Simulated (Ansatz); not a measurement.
The cluster Cu3Cl3⁺, relaxed as a doublet with UKS r2SCAN-D4/def2-SVP in Ansatz, starting from the GFN1-xTB geometry. Force threshold 0.02 eV/Å.

The structure comes from a short search, and lower isomers may exist.

Start:

```xyz
6

Cu   -1.787   -0.648   -1.394
Cu    1.470    1.668   -0.686
Cu    0.309   -1.037    2.058
Cl    1.644    0.569    1.256
Cl   -1.339   -1.498    0.616
Cl   -0.298    0.946   -1.850
```

| step | energy (eV) | largest force component (eV/Å) | SCF passes |
| --- | --- | --- | --- |
| 1 | -171454.3000 | 0.823 | 78 |
| 2 | -171454.8421 | 0.650 | 45 |
| 3 | -171454.8608 | 0.624 | 33 |
| 4 | -171455.1177 | 0.267 | 66 |
| 5 | -171455.4354 | 0.708 | 70 |
| 6 | -171455.7851 | 0.494 | 40 |
| 7 | -171455.8839 | 0.302 | 48 |
| 8 | -171455.8970 | 0.150 | 43 |
| 9 | -171455.9041 | 0.024 | 43 |
| 10 | -171455.9044 | 0.003 | 45 |

Force components are those of the run's own axes.

End:

```
atom    x (Å)    y (Å)    z (Å)
 Cu1  -1.2421  -0.4372  -0.9564
 Cu2   0.9618   1.0767  -0.4250
 Cu3   0.2196  -0.6620   1.3334
 Cl4   1.9414   0.6747   1.4864
 Cl5  -1.5551  -1.7686   0.7385
 Cl6  -0.3256   1.1163  -2.1769
```

By distances, no bond broke or formed, bridged metal pairs apart. The bond that changes most is Cu3–Cl5, from 2.24 to 2.17 Å (atoms count from 1). Metal–metal contacts that move far: Cu2–Cu3 4.02 to 2.58 Å, Cu1–Cu2 4.06 to 2.73 Å, Cu1–Cu3 4.06 to 2.73 Å. The end is the same structure that another start reached, the lowest one found.

No frequencies were taken in this run, so the end may be a saddle point.

Run time 1.9 min (4 threads of Arm Neoverse V2 on a shared host).
